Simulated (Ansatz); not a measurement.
Kohn–Sham single points on C₂H₉FN₂Si (`CN(C)[SiH](N)F`).

```yaml
crystal:
  periodic: [false, false, false]
  atoms:
    - {symbol: C, position_ang: [-0.664242, 1.271149, 0.612443]}
    - {symbol: N, position_ang: [-0.450173, 0.034895, -0.101874]}
    - {symbol: C, position_ang: [-1.638198, -0.457493, -0.758635]}
    - {symbol: Si, position_ang: [1.112560, -0.539849, -0.457195]}
    - {symbol: N, position_ang: [2.084245, -0.387335, 0.923448]}
    - {symbol: F, position_ang: [0.883755, -2.041363, -0.974467]}
    - {symbol: H, position_ang: [0.259599, 1.602570, 1.088437]}
    - {symbol: H, position_ang: [-1.421474, 1.141083, 1.396599]}
    - {symbol: H, position_ang: [-1.015140, 2.072980, -0.052852]}
    - {symbol: H, position_ang: [-2.434145, -0.643725, -0.026272]}
    - {symbol: H, position_ang: [-1.432779, -1.395347, -1.274071]}
    - {symbol: H, position_ang: [-2.028144, 0.262519, -1.492317]}
    - {symbol: H, position_ang: [1.863881, 0.120051, -1.554080]}
    - {symbol: H, position_ang: [1.795823, -0.728998, 1.825313]}
    - {symbol: H, position_ang: [3.084453, -0.311155, 0.845535]}
basis:
  gaussian: {orbitals: def2-TZVPP}
hamiltonian: {xc: pbe0, dispersion: d4}
output: {orbitals: {seedname: orbitals}}
```

```sh
$ ansatz run in.yaml --threads 2 --pin off --events-out ev --progress --plain --max-ram 22528MiB --backend cuda --devices 0, --max-vram 18GiB
```

Output, abridged:

```
Functional definition: PBE0
1648 factors; their error is unknown
mean field evaluation 1: about -15776.6777 eV, gradient 8.4e1 eV
mean field evaluation 2: about -15764.4568 eV, gradient 1.1e2 eV
mean field evaluation 4: about -15790.1494 eV, gradient 6.1e0 eV
mean field evaluation 8: about -15790.2391 eV, gradient 4.9e-1 eV
mean field evaluation 16: about -15790.2394 eV, gradient 6.9e-5 eV
mean field -15790.23938152 eV, -580.2805942621 hartree, gradient 6.9e-5 eV, S^2 0.000000; 0 other end points of the search recorded, 0 dependent functions left out
reference -15790.23941825 eV, -580.2805956118 hartree; 29, 29 occupied and 294, 294 virtual orbitals, 1648 factors
Total energy: -15790.52014157 eV, -580.2909120037 hartree
```

Hardware: 2 threads of an AMD EPYC 7R13 on a shared host and a share of an NVIDIA H100 80 GB. Wall time 2.4 s, peak host memory 0.87 GiB.

Changing it to `hamiltonian: {xc: {name: B3LYP}, dispersion: d4}` and forces (abridged; 2.7 s):

```
Functional definition: B3LYP
mean field evaluation 16: about -15803.1589 eV, gradient 1.6e-4 eV
mean field -15803.15893290 eV, -580.7553790182 hartree, gradient 2.5e-5 eV, S^2 0.000000
Total energy: -15803.68881783 eV, -580.7748519301 hartree
Atom 0 force    -0.024727     0.278474     0.185443 eV/Å
Atom 1 force     0.164246    -0.072734    -0.005744 eV/Å
Atom 2 force    -0.261699    -0.144453    -0.148690 eV/Å
Atom 3 force     0.120910     0.151284    -0.119070 eV/Å
Atom 4 force     0.064705    -0.008755     0.056615 eV/Å
Atom 5 force    -0.010796    -0.197845    -0.067443 eV/Å
Atom 6 force    -0.080003    -0.002634    -0.025071 eV/Å
Atom 7 force     0.033664     0.018950    -0.032807 eV/Å
Atom 8 force     0.010793    -0.023914     0.036957 eV/Å
Atom 9 force     0.026137     0.007102    -0.043692 eV/Å
Atom 10 force    -0.033538     0.061479     0.027136 eV/Å
Atom 11 force     0.002911    -0.036804     0.027826 eV/Å
Atom 12 force    -0.046113    -0.033316     0.061696 eV/Å
Atom 13 force     0.021738     0.007159     0.017103 eV/Å
Atom 14 force     0.011770    -0.003994     0.029742 eV/Å
Dipole moment:     0.024887     0.235796     0.301747 e Å
```

B3LYP takes the VWN-RPA correlation (the form of Gaussian; ORCA's B3LYP/G).
